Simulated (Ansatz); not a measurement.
Calculated with Ansatz (gas phase, PBE0-D4/def2-TZVP geometries, no zero-point term in ΔE). CCSD(T)/CBS adds triple-zeta CCSD(T) − MP2 to the extrapolated MP2 energy (def2 sets, frozen cores). DFT in def2-TZVPP. B3LYP here is the variant with VWN-RPA as its local correlation; programs differ in this. One conformer a species, not always the lowest.

Consider the ligand exchange at the Si–C bond: `O[SiH2]/C=C/F` + `CO[SiH](O)O` → `CO[SiH](O)O[SiH2]O` + `C=CF`.

| level | ΔE (kJ/mol) | difference from CCSD(T)/CBS |
| --- | --- | --- |
| r2SCAN-D4 | -118.9 | 3.7 |
| B3LYP-D4 | -124.2 | -1.6 |
| B2PLYP | -121.6 | 1.0 |
| PBE | -103.8 | 18.8 |
| r2SCAN | -117.6 | 5.0 |
| PBE0 | -109.7 | 12.9 |
| B3LYP | -118.9 | 3.7 |
| HF/def2-TZVPP | -133.6 | -11.0 |
| MP2/def2-TZVPP | -121.2 | 1.4 |
| SCS-MP2/def2-TZVPP | -123.7 | -1.1 |
| CCSD/def2-TZVPP | -124.2 | -1.6 |
| HF/def2-QZVPP | -135.7 | -13.1 |
| MP2/def2-QZVPP | -122.0 | 0.6 |
| HF/CBS(def2) | -135.9 | -13.3 |
| MP2/CBS(def2) | -121.5 | 1.1 |
| CCSD/CBS(def2) | -124.5 | -1.9 |
| CCSD(T)/CBS | -122.6 | 0 |

Largest T1 diagnostic among the species: 0.012.

From PBE to PBE0 (25 % exact exchange), in def2-TZVPP and without D4, ΔE moves by −5.9 kJ/mol. The D4 term adds −5.3 kJ/mol with B3LYP and −3.3 kJ/mol with PBE0; it sums over pairs of atoms, weighted by their polarisabilities, and B3LYP, whose exchange is more repulsive, gets the larger term.

CCSD(T)/CBS has its own doubt, a few kJ/mol and more with outer-core shells, so smaller differences from it don't rank the levels.
